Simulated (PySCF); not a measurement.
C3H6O, SMILES C=C(C)O.

Geometry: PBE0-D3(BJ)/def2-SVP. Other conformers were not sampled.

Calculation: PySCF with PBE0/def2-TZVP.

Computed frontier levels, gap, dipole moment and polarisability:
| Quantity | Value |
|---|---|
| highest occupied level | -6.55 eV |
| lowest empty level | 0.88 eV |
| orbital gap | 7.43 eV |
| dipole moment | 0.104 e·Å |
| quadrupole, principal values (traceless, Buckingham form, about the centre of nuclear charge) | -3.80, -3.38, 7.18 D·Å |
| mean static polarisability | 42.0 bohr³ (6.22 Å³) |
| polarisability, principal values | 30.6, 41.6, 53.8 bohr³ |
